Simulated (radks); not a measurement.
Task: Hf I, 72 electrons, occupied as [Xe] 4f14 5d1 6s2 6p1 (not the ground configuration). Method: Dirac Kohn-Sham, PBEsol, spin-unpolarised, spherical densities, finite nucleus; open shells fill j = l - 1/2 first; Fermi nuclear charge, rms radius 5.347 fm; computed with a radial shooting solver on a logarithmic mesh with Libxc functionals.

Spin-orbit splittings of the eigenvalues, e(l+1/2) - e(l-1/2), with zeta = 2 splitting/(2l+1) and mean radii in bohr:

shell  occ.  splitting (eV)  zeta (eV)  <r> j=l-1/2  <r> j=l+1/2
2p        6            1191      794.1      0.06613      0.07386
3p        6               ?          ?       0.1981       0.2125
3d       10           55.69      22.27       0.1864       0.1908
4p        6           58.48      38.99       0.4747       0.5077
4d       10           10.71      4.284       0.5287       0.5402
4f       14           1.746     0.4989       0.6695       0.6821
5p        6           7.884      5.256        1.260        1.368
5d        1          0.5320     0.2128        2.225        2.319
6p        1          0.5084     0.3390        4.328        4.740

Estimate the 3p splitting.

Result: 255.2 eV (zeta = 170.1 eV).
